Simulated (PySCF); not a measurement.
**Working out the excitation energy of Se⁺**

Se⁺ [Ar] 3d10 4s2 4p3 (4S) → Se⁺ [Ar] 3d10 4s2 4p2 5s1 (4P). Calculation: PySCF 2.14, in aug-cc-pVTZ-PP with ECP10MDF (6s5p4d2f, 55 functions); scalar relativity through the core potential. Frozen: 3s2 3p6 3d10. Energies in hartree (1 hartree = 27.21139 eV):

| part | Se⁺ (lower) | Se⁺ (upper) |
| --- | --- | --- |
| UHF | -371.548686 | -371.112972 |
| CCSD correlation | -0.090507 | -0.086251 |
| (T) | -0.002590 | -0.002576 |

Task: What does Hartree-Fock give?

Result: (-371.112972) − (-371.548686) = 0.435714 hartree = 11.856 eV.

Task: What do CCSD and CCSD(T) give?

Result: The CCSD correlation energies differ by 0.004256 hartree = 0.116 eV and the triples by 0.000014 hartree = 0.000 eV, so CCSD gives 11.972 eV and CCSD(T) 11.972 eV.

Measured between the centres of the two terms (NIST): 12.084 eV, so CCSD(T) (valence) is off by -0.112 eV.

What remains against the reference includes basis incompleteness, the frozen core and higher excitations.
